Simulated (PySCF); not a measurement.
**CH5AlO2**

CH5AlO2 is a small molecule, neutral, singlet. The structure, one conformer, was relaxed in the gas phase by PBE0-D3(BJ)/def2-SVP. No frequency run checks that it is a minimum.

SMILES: [CH3][Al]([OH])[OH]

| atom | x (Å) | y (Å) | z (Å) |
| --- | --- | --- | --- |
| O1 | 0.984 | -0.505 | 1.592 |
| Al2 | 0.287 | -0.306 | 0.051 |
| O3 | 0.734 | -1.267 | -1.283 |
| C4 | -1.051 | 1.068 | -0.195 |
| H5 | 1.650 | -1.133 | 1.871 |
| H6 | 1.394 | -1.960 | -1.318 |
| H7 | -1.671 | 0.879 | -1.084 |
| H8 | -0.570 | 2.051 | -0.329 |
| H9 | -1.711 | 1.149 | 0.683 |

Shieldings: GIAO PBE0/pcSseg-2. Shifts are against computed references at the same level: C TMS (σ 184.1 ppm), H TMS (σ 31.24 ppm). Core levels by delta-SCF with SCAN, pcX-2 on the ionised atom and pcseg-1 elsewhere, spin-free X2C (2p3/2 is the spin-free 2p value less a third of a first-order spin-orbit splitting); from the vacuum level, for chosen atoms.

(1) Give the NMR and core-level values of the distinct atoms.

(2) By CAM-B3LYP/def2-SVPD (TDDFT singlets, Tamm-Dancoff triplets, ionisation by delta-SCF), where does absorption start, and what does vertical ionisation take?

Results:

(1) 
| atoms | bonded to | σ (ppm) | δ (ppm) | core level (eV) |
| --- | --- | --- | --- | --- |
| O1 | 1 Al + 1 H | 291.9 | - | 1s 537.92 |
| Al2 | 1 C + 2 O | 422.3 | - | 2p3/2 80.35 |
| O3 | 1 Al + 1 H | 291.0 | - | 1s 537.91 |
| C4 | 1 Al + 3 H | 205.4 | -21.3 | 1s 289.90 |
| H5 | 1 O | 30.13 | 1.11 | - |
| H6 | 1 O | 30.14 | 1.11 | - |
| H7 H8 H9 | 1 C | 31.72 | -0.48 | - |

Values are those of this one static structure, with the three H of a rotating XH3 group averaged; atoms that internal rotation interchanges would show their mean in an NMR spectrum.

(2) The first singlet with intensity lies at 7.34 eV (f 0.062); what lies below it is dark. The lowest singlet lies at 7.16 eV (f 0.000), the strongest of the first 6 at 7.38 eV (f 0.144), the lowest triplet at 6.79 eV; vertical ionisation takes 11.25 eV.
